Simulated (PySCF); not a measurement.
ClHg, charge +1. Atoms are numbered in the order given.

```xyz
2

Hg     0.0000     0.0000    -0.3980
Cl     0.0000     0.0000     1.8730
```
Charge +1, spin multiplicity 1.

Geometry: B3LYP-D3(BJ)/def2-TZVPD. The multiplicity is an assumed one; other spin states were not compared. The def2 effective core potentials stand for the cores of Hg; spin–orbit coupling is left out.

All values below come from HF/def2-TZVPD (PySCF).

Isolated molecule, no solvent.

```yaml
total_energy: -611.73495 hartree
point_group: C∞v
highest_occupied_level: -17.87 eV
lowest_empty_level: -8.01 eV
orbital_gap: 9.87 eV
dipole_moment_about_the_centre_of_nuclear_charge: 4.25 D
mean_static_polarisability: 35.2 bohr³ (5.22 Å³)
polarisability_principal_values: 26.2, 26.2, 53.2 bohr³
```
